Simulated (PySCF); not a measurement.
C2H6BNO2Si, SMILES N#CC[SiH2]B(O)O, GFN2-xTB optimised geometry.

```
13

N      2.19    -2.27     0.00
C      1.04    -2.27     0.00
C     -0.37    -2.14     0.00
Si    -0.80    -0.30     0.50
B      0.51     0.99    -0.25
O      1.82     0.77    -0.50
O      0.03     2.23    -0.51
H     -0.75    -2.36    -1.00
H     -0.82    -2.84     0.70
H     -2.21    -0.17     0.09
H     -0.83    -0.35     1.98
H      2.21    -0.09    -0.34
H      0.69     2.84    -0.85
```

Density from PySCF with CAM-B3LYP/def2-TZVP at that geometry.

Minimum of the electron density along straight lines between bonded atoms, close to the bond critical point (lines longer than 1.1 times the sum of covalent radii, or with two minima, are not listed):

| bond | length / Å | ρ at the minimum / e bohr⁻³ | ∇²ρ there / e bohr⁻⁵ | position (fraction from the first atom) |
|---|---|---|---|---|
| N1–C2 | 1.148 | 0.504 | -0.34 | 0.65 |
| C2–C3 | 1.418 | 0.288 | -0.83 | 0.56 |
| C3–Si4 | 1.953 | 0.104 | 0.13 | 0.61 |
| Si4–B5 | 1.981 | 0.122 | -0.06 | 0.39 |
| B5–O6 | 1.353 | 0.214 | 0.93 | 0.33 |
| B5–O7 | 1.353 | 0.215 | 0.96 | 0.33 |
| C3–H8 | 1.090 | 0.276 | -0.94 | 0.65 |
| C3–H9 | 1.088 | 0.278 | -0.95 | 0.65 |
| Si4–H10 | 1.471 | 0.124 | 0.17 | 0.49 |
| Si4–H11 | 1.477 | 0.123 | 0.16 | 0.49 |
| O6–H12 | 0.960 | 0.354 | -2.49 | 0.82 |
| O7–H13 | 0.961 | 0.357 | -2.46 | 0.81 |
